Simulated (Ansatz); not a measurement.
Isolated molecules relaxed with PBE0-D4/def2-TZVP in Ansatz; ΔE leaves out vibrations. CCSD(T)/CBS is the MP2 limit (def2-TZVPP, def2-QZVPP) plus CCSD(T) − MP2 in def2-TZVPP, frozen cores. DFT in def2-TZVPP. B3LYP here is the variant with VWN-RPA as its local correlation; programs differ in this. HSE06 is defined as in plane-wave codes. Open shells (•) are unrestricted, without spin–orbit coupling. Spin–orbit coupling would lower the free atoms: strongly for I. Elements past krypton have def2 core potentials. Bonds to I are less sure, by a few kJ/mol each and by 10 to 20 or more in all where they break to atoms, as the def2 sets lack core-valence functions.

`IC(I)I` → `I[CH]I`• + I•  (homolysis of the C–I bond)

| level | ΔE (kJ/mol) | difference from CCSD(T)/CBS |
| --- | --- | --- |
| r2SCAN-D4 | 198.8 | -40.8 |
| HSE06-D4 | 212.6 | -27.0 |
| CAM-B3LYP-D4 | 195.2 | -44.4 |
| ωB97M-V | 211.0 | -28.6 |
| PBE | 211.7 | -27.9 |
| BLYP | 182.1 | -57.5 |
| r2SCAN | 196.5 | -43.1 |
| PBE0 | 201.4 | -38.2 |
| B3LYP | 182.4 | -57.2 |
| r2SCAN0 | 186.0 | -53.6 |
| BHLYP | 167.5 | -72.1 |
| LC-ωPBE | 186.7 | -52.9 |
| CCSD/def2-TZVPP | 195.2 | -44.4 |
| CCSD(T)/def2-TZVPP | 213.2 | -26.4 |
| MP2/CBS(def2) | 282.2 | 42.6 |
| CCSD/CBS(def2) | 221.7 | -17.9 |
| CCSD(T)/CBS | 239.6 | 0 |

Largest T1 diagnostic among the species: 0.016.

Leaving LDA and LC-ωPBE aside and taking each functional with its dispersion term where it has one, the values, not all of them listed here, spread over 34.8 kJ/mol, from r2SCAN0-D4 to PBE-D4. LDA lies +61.1 kJ/mol from PBE without D4, its usual overbinding. The D4 term adds +20.6 kJ/mol with B3LYP and +10.6 kJ/mol with PBE0; it sums over pairs of atoms, weighted by their polarisabilities, and B3LYP, whose exchange is more repulsive, gets the larger term.

CCSD(T)/CBS has its own doubt, a few kJ/mol and more with outer-core shells, so smaller differences from it don't rank the levels.
